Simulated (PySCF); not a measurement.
B(Br)3 anion (BBr3), SMILES BrB(Br)Br (connectivity only; charge and spin as stated), charge -1, multiplicity 2.

Geometry: B3LYP-D3(BJ)/def2-SVPD. The spin state was assumed, not searched. The isomer is the one that the SMILES or the coordinates give; other isomers of the formula were not compared.

Two levels are set side by side: PBE/def2-SVPD (PySCF) and r2SCAN/def2-SVPD (PySCF). Same geometry, gas phase. Differences are taken from unrounded values.

```
quantity                     r2SCAN
---------------------------  ------
α-spin orbital gap (eV)        3.10
β-spin orbital gap (eV)        5.35
mean polarisability (bohr³)   103.9
```

**Question.** What does PBE give, and how far is it from r2SCAN? (An estimate is asked for; the answer gives what the named calculation found.)

**Answer.** 
| quantity | PBE | PBE minus r2SCAN |
|---|---|---|
| α-spin orbital gap (eV) | 2.24 | -0.86 |
| β-spin orbital gap (eV) | 4.42 | -0.94 |
| mean polarisability (bohr³) | 115.7 | 11.7 |

Rough cost on one machine, each run with all the roots and properties that it gave: r2SCAN against PBE about 3 times.
